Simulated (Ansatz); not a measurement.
Two isomers of C3H6InN: A = `C=C/C=[N]\[InH2]`, B = `NC#C[CH2][InH2]`.

Calculated with Ansatz (gas phase, PBE0-D4/def2-TZVP geometries, no zero-point term in ΔE). CCSD(T)/CBS is the MP2 limit (def2-TZVPP, def2-QZVPP) plus CCSD(T) − MP2 in def2-TZVPP, frozen cores. Functionals use def2-TZVPP. B3LYP here is the variant with VWN-RPA as its local correlation; programs differ in this. Elements past krypton have def2 core potentials. For In outer-core shells are correlated without core-valence functions, which leaves a few kJ/mol of doubt a bond. One conformer a species, not always the lowest.

A:

Z-matrix (Å, degrees):
```
C
C 1 1.329
H 1 1.083 2 122.1
H 1 1.086 2 120.8 3 -180.0
C 2 1.467 1 122.7 3 -180.0
H 2 1.089 1 121.0 3 -0.0
N 5 1.254 2 127.3 1 -180.0
H 5 1.105 2 113.3 1 0.0
In 7 2.029 5 141.0 2 -0.1
H 9 1.713 7 115.0 5 95.3
H 9 1.713 7 115.0 5 -95.3
```

B:

```xyz
11

N     1.938   -1.450    0.208
C     0.972   -0.527    0.355
C     0.168    0.315    0.725
C    -0.938    1.217    0.834
In   -1.487    0.297   -1.100
H     2.753   -1.326    0.790
H     2.174   -1.699   -0.740
H    -1.640    0.991    1.634
H    -0.683    2.274    0.792
H    -2.473   -1.104   -1.004
H    -0.782    1.013   -2.492
```

Question: Which is lower in electronic energy at CCSD(T)/CBS, and by how much? (Estimate.)

Answer: Computed: A, by 20.7 kcal/mol.

Question: Give E(B) − E(A) in kcal/mol with CCSD(T)/def2-SVP, B3LYP, MP2/def2-TZVPP, BLYP-D4, PBE0-D4, ωB97M-V, B2PLYP. (An estimate is asked.)

Answer: Computed: CCSD(T)/def2-SVP 25.4, B3LYP 22.7, MP2/def2-TZVPP 17.3, BLYP-D4 24.6, PBE0-D4 18.1, ωB97M-V 19.4, B2PLYP 21.7. None reverses the order clearly.

Question: Does the order hold for the free energy at 298.15 K (harmonic terms from PBE0-D4)? (Best estimate.)

Answer: Computed: Yes: G(B) − G(A) = +20.3 kcal/mol, for one conformer each. Modes under 60 cm⁻¹, often nearly free rotors, make the harmonic entropy too high.

Largest T1 diagnostic: 0.017.

In def2-TZVPP, CCSD(T) changes the Hartree–Fock value by −3.6 kcal/mol (the triples alone add +0.2 kcal/mol) and MP2 by −8.2 kcal/mol. At CCSD(T), def2-SVP lies +4.8 kcal/mol from the extrapolated value and def2-TZVPP +1.3 kcal/mol.
